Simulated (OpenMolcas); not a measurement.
**W4+ in a point-charge field**

W4+ among 6 point charges of -1 e arranged as an octahedron (Oh), 2.31 Å from the ion.
```
   2.3100    0.0000    0.0000  -1.00
   0.0000    2.3100    0.0000  -1.00
  -2.3100    0.0000    0.0000  -1.00
   0.0000   -2.3100    0.0000  -1.00
   0.0000    0.0000    2.3100  -1.00
   0.0000    0.0000   -2.3100  -1.00
```

```
Program             : OpenMolcas 26.06
Method              : CASSCF
Basis               : ANO-RCC-VDZP [7s6p4d2f1g]
Scalar Hamiltonian  : DKH2, point nucleus
Active space        : 2 electrons in 5 orbitals (5d)
State averaging     : 2S+1 = 3 even, 10 roots; 2S+1 = 1 even, 15 roots
Spin-orbit coupling : state interaction with AMFI integrals over the reference wave functions
```

The lowest spin-free states (labels of O, the rotations of Oh), above the lowest:

| State | Degeneracy | E (cm-1) | Free-ion L (%) |
| --- | --- | --- | --- |
| 3T1 | 3 | 0.0 | F (99) |
| 3T2 | 3 | 3518 | F (100) |
| 3A2 | 1 | 7701 | F (100) |
| 1T2 | 3 | 11256 | D (87) |
| 1E | 2 | 11864 | D (72) |
| 3T1 | 3 | 14734 | P (99) |
| 1T2 | 3 | 17714 | G (87) |
| 1T1 | 3 | 19388 | G (100) |
| 1A1 | 1 | 19421 | G (96) |
| 1E | 2 | 21457 | G (72) |
| 1A1 | 1 | 43106 | S (96) |

The lowest levels with spin-orbit coupling:

| E (cm-1) | Degeneracy | Label | 2S+1 |
| --- | --- | --- | --- |
| 0.0 | 2 | E | 3 |
| 892.8 | 3 | T2 | 3 |
| 7388 | 3 | T1 | 3 |
| 8551 | 3 | T2 | 3 |
| 9267 | 1 | A2 | 3 |
| 11548 | 1 | A1 | 3 |
| 13724 | 3 | T1 | 3 |
| 14351 | 2 | E | 3 |
| 16851 | 1 | A1 | 3 |
| 17022 | 3 | T2 | 3 (76 %) |
| 17193 | 2 | E | 1 (59 %) |
| 17649 | 3 | T2 | 3 (50 %) |
| 20525 | 3 | T1 | 3 |
| 25852 | 3 | T2 | 1 (60 %) |
| 26266 | 2 | E | 3 (50 %) |
| 27876 | 3 | T1 | 1 |
| 27887 | 1 | A1 | 1 |
| 28330 | 3 | T2 | 1 (54 %) |
| 31385 | 2 | E | 1 (77 %) |
| 52849 | 1 | A1 | 1 |

Powder χT (cm3 K/mol): 0 at 2 K, 0.00409 at 10 K, 0.0204 at 50 K, 0.0409 at 100 K, 0.0819 at 200 K, 0.123 at 300 K. The effective moment at 300 K is 2.828 √(χT) = 0.99 μB.

The lowest level has 2S+1 = 3, for which the spin-only value is χT = S(S+1) / 2 = 1.000 cm3 K/mol (g = 2). The computed 0.123 at 300 K differs by -0.877, through orbital momentum, spin-orbit coupling and any other state in reach. With a threefold ground state the orbital momentum is unquenched, so the spin-only value is not expected to hold.

A least-squares ligand-field fit to the states below 45000 cm-1, each weighted by its degeneracy and with a free common offset, gives 10Dq = 4254 cm-1, B = 790 cm-1 and C = 3183 cm-1 (C/B = 4.03), with an rms deviation of 44 cm-1.

Spin-orbit coupling mixes the spin-free states strongly: the lowest level takes only 69 % from its leading state, 3T1. Without dynamic correlation the repulsion within the d shell is too large (B by tens of per cent), so at a given field states of lower spin stand too high. This field is weak: 10Dq is about 4254 cm-1, while octahedral complexes of 5d ions of charge 3 and more, computed by the same method with explicit ligands, had a median near 35000 cm-1. Ground spin and moment need not be those of a real site. This is an electrostatic model: the charges have no orbitals. No measured value stands beside these numbers.
